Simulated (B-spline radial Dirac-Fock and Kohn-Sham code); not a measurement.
## Mo²⁴⁺: scattering cross sections and density moments

System: Mo²⁴⁺ in the configuration [Ne] 3s2 3p6.

The run's input, task.json:

```json
{"items": [{
  "Z": 42,
  "q": 24,
  "cfg": [[1, 0, 2], [2, 0, 2], [2, 1, 6], [3, 0, 2], [3, 1, 6]],
  "A": 98,
  "rrms": 4.4091,
  "do": ["scatter"],
  "s": [0.0, 0.05, 0.1, 0.15, 0.2, 0.25, 0.3, 0.35, 0.4, 0.45, 0.5, 0.6, 0.7, 0.8, 0.9, 1.0, 1.1, 1.2, 1.4, 1.6, 1.8, 2.0, 2.5, 3.0, 3.5, 4.0, 5.0, 6.0],
  "pz": [0, 0.1, 0.2, 0.3, 0.4, 0.5, 0.6, 0.8, 1.0, 1.2, 1.4, 1.6, 1.8, 2.0, 2.5, 3.0, 4.0, 5.0, 7.0, 10.0, 15.0, 20.0, 30.0, 40.0, 60.0, 100.0],
  "hv_scatter": [1000, 2000, 8047.8, 20000, 30000, 50000, 500000, 1000000]
}]}
```

Run with: `python xray_run.py task.json out`

These are calculated numbers from a radial B-spline solver; the model is Dirac-Fock densities.

```
Sum of ⟨r⟩                          : 4.207 bohr
Sum of ⟨r²⟩                         : 1.512 bohr²
Sum of ⟨1/r⟩                        : 194.68 per bohr
Langevin diamagnetic susceptibility : -1.20 × 10⁻⁶ cm³/mol
Lamb shielding (α²/3)Σ⟨1/r⟩         : 3456 ppm
```

Coherent scattering is the Thomson cross section weighted by f₀², without anomalous dispersion; incoherent scattering is Klein-Nishina weighted by S. The Lamb formula is the non-relativistic shielding expression. Electron correlation is left out. A dash stands where the photon energy is too low for the impulse approximation behind that column.

```
hν (keV)  coherent (b)  incoherent (b)  incoherent per electron (b)
       1         214.7               –                            –
       2         212.1               –                            –
  8.0478         170.4           1.337                       0.0743
      20         85.01           4.053                        0.225
      30         54.17           5.355                        0.297
      50         27.50           6.654                        0.370
     500        0.4702           5.088                        0.283
    1000        0.1204           3.770                        0.209
```

Incoherent scattering overtakes coherent scattering between 50 and 500 keV.
